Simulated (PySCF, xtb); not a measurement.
HfO, SMILES [O]=[Hf], multiplicity 1.

GFN2-xTB (xtb) at its own geometry gives an orbital gap of 1.59 eV and a dipole moment of 7.38 D.

The structure is a stationary point at PBE0-D3(BJ)/def2-TZVPD. The spin state was assumed, not searched. The def2 effective core potentials stand for the cores of Hf; spin–orbit coupling is left out.

Question: What does PySCF with M06-2X/def2-TZVPD give? (Estimate from the structure and the level; the computed values follow.)

Answer: gap 5.24 eV (levels -6.42 and -1.18 eV), dipole 3.48 D.
